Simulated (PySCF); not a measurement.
**Radial density of Ge³⁺ (germanium, charge +3)**

UHF, [Ar] 3d10 4s1, 2S determinant. All numbers are calculated (PySCF 2.14, scalar relativity through the core potential, in aug-cc-pVTZ-PP with one added diffuse shell each of s, d, f type with ECP10MDF (7s5p5d3f, 68 functions)). This is the valence pseudo-density: the core potential removes the inner electrons and smooths the orbitals near the nucleus.

```tsv
r (bohr)	4πr²ρ (e/bohr)	4πr²(ρα − ρβ)
0.000946	1.003e-05	0.0000
0.00159	2.820e-05	0.0000
0.00268	7.842e-05	0.0000
0.00450	0.0002118	0.0000
0.00757	0.0005351	0.0000
0.0127	0.001218	0.0001
0.0214	0.002581	0.0002
0.0360	0.006108	0.0003
0.0606	0.03478	0.0003
0.102	0.3331	-0.0001
0.171	2.492	-0.0023
0.288	12.09	0.0245
0.485	28.36	0.1015
0.816	16.67	-0.0003
1.37	2.925	0.5966
2.31	0.4908	0.4209
3.88	0.01979	0.0197
6.53	1.553e-05	0.0000
```

Energies and moments cover only the electrons outside the core potential.

(1) Where is the radial spin density 4πr²(ρα − ρβ) most negative, and why is it negative at all?

Results:

(1) Around r = 0.171 bohr, down to -0.0023 e/bohr: exchange with the open shell polarises the paired shells in an unrestricted calculation.
